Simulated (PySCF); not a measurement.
Nuclear quadrupole coupling in (MgO)3 ring

(MgO)3 ring, Mg3O3.
Z-matrix (Å and degrees, PBE0-D3(BJ)/def2-SVP geometry), rows numbered from 1:
```
Mg
O   1  1.8368
Mg  2  1.8369  1  107.26
O   3  1.8372  2  132.49  1     0.16
Mg  4  1.8374  3  107.15  2     0.16
O   1  1.8375  2  133.29  3    -0.53
```

Field gradients from the PBE0/pcSseg-1 density (PySCF, non-relativistic), principal values in atomic units, ordered |Vxx| ≤ |Vyy| ≤ |Vzz|:

```tsv
atom	Vxx	Vyy	Vzz
O2	-0.1957	-0.3772	0.5730
O4	-0.1953	-0.3781	0.5734
O6	-0.1884	-0.3805	0.5689
```

Find the asymmetry η = (Vxx − Vyy)/Vzz and the couplings χ = eQV/h (234.96 MHz × Q in barn × V in au), with Q(17O) = −0.0256 b.

```
atom            environment  nucleus     η  χzz (MHz)  χxx (MHz)  χyy (MHz)
  O2  oxygen bonded to 2 Mg      17O  0.32     -3.447      1.177      2.269
  O4  oxygen bonded to 2 Mg      17O  0.32     -3.449      1.175      2.274
  O6  oxygen bonded to 2 Mg      17O  0.34     -3.422      1.133      2.288
```

The tensor is traceless: Vxx + Vyy + Vzz = 0.

What is Vzz at O2 in SI units (1 au = 9.71736 × 10²¹ V/m²)?

0.5730 au = 5.568 × 10²¹ V/m².

And the gradient at the other heavy atoms, for which no coupling is worked out here?

```
atom              environment  Vzz (au)     η
 Mg1  magnesium bonded to 2 O    -0.934  0.06
 Mg3  magnesium bonded to 2 O    -0.928  0.06
 Mg5  magnesium bonded to 2 O    -0.933  0.06
```

Isolated species at its PBE0-D3(BJ)/def2-SVP geometry (one conformer only). A larger basis could move these couplings by a tenth or more.

These values come from a run that also computed NMR shieldings. On Arm Neoverse V1, one thread (shared host), this took 5.5 s of wall time.
